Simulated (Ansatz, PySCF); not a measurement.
C3H12GeN2O (SMILES C[CH2][Ge]([NH2])([NH2])[O]C), singlet, geometry from GFN2-xTB. Base run: PySCF with CASSCF(6,5)/STO-3G.

Input for PySCF:
```python
from pyscf import gto, scf, mcscf
import numpy

mol = gto.M(
    atom='''
C     2.278108   -1.178324   -1.054492
C     1.954739    0.021087   -0.179224
Ge    0.010186    0.128722    0.330308
N    -0.723861   -1.204917    1.357477
N    -0.553656    1.660942    1.159886
O    -0.780820    0.057195   -1.251652
C    -2.169458    0.205061   -1.442488
H     1.657773   -1.163139   -1.946362
H     3.325213   -1.160727   -1.354420
H     2.089127   -2.108950   -0.522638
H     2.204533    0.939044   -0.708743
H     2.555596   -0.001699    0.731704
H    -0.317157   -1.338948    2.271706
H    -0.757515   -2.104307    0.897245
H    -0.567975    1.636057    2.168064
H    -0.106939    2.517114    0.864223
H    -2.710432   -0.677810   -1.095073
H    -2.554398    1.077709   -0.912206
H    -2.334947    0.329859   -2.514473
''',
    basis='sto-3g',
    charge=0,
    spin=0,
    verbose=4,
)

mf = scf.RHF(mol)
mf.kernel()
mc = mcscf.CASSCF(mf, 5, 6)
mc.fix_spin_(ss=0.0)
mc.kernel()
occ = numpy.linalg.eigvalsh(mc.fcisolver.make_rdm1(mc.ci, mc.ncas, mc.nelecas))[::-1]
ss = mc.fcisolver.spin_square(mc.ci, mc.ncas, mc.nelecas)[0]
print('natural occupations', occ.round(4), ' <S^2>', round(ss, 4))
```

Programs used: Ansatz (a first-principles code), PySCF; a row that names a program was run with it.

The base run was repeated with changes; each row names its change, and settings that it needs were set with it.

```
change                                                ΔE vs base (kcal/mol)                      natural occupations  <S^2> of the state
----------------------------------------------------  ---------------------  ---------------------------------------  ------------------
base                                                                  0.000                 2.00 1.98 1.97 0.03 0.02                0.00
fix_spin_ = off                                                       0.000                 2.00 1.98 1.97 0.03 0.02                0.00
active space = 6 electrons, 6 orbitals                               -16.57            1.98 1.98 1.97 0.03 0.02 0.02                0.00
conv_tol = 1e-5                                                       0.001                 2.00 1.98 1.97 0.03 0.02                0.00
active space = 4 electrons, 4 orbitals                                0.554                      1.98 1.97 0.03 0.02                0.00
code = ansatz; correction = SC-NEVPT2, all electrons                 -185.1                                        -                   -
orbitals = fixed (CASCI)                                              14.90                 2.00 2.00 2.00 0.00 0.00                0.00
code = ansatz                                                         0.021                                        -                   -
active space = 8 electrons, 8 orbitals                               -24.44  1.99 1.98 1.98 1.97 0.03 0.03 0.02 0.01                0.00
start = MP2 natural orbitals                                          0.000                 2.00 1.98 1.97 0.03 0.02                0.00
active space = 2 electrons, 2 orbitals                                 8.97                                1.98 0.02                0.00
```

Active orbitals are taken around the Fermi level unless the row says otherwise; CASSCF can end in different local minima, and two programs can end on different orbitals. State-averaged rows give the lowest state.
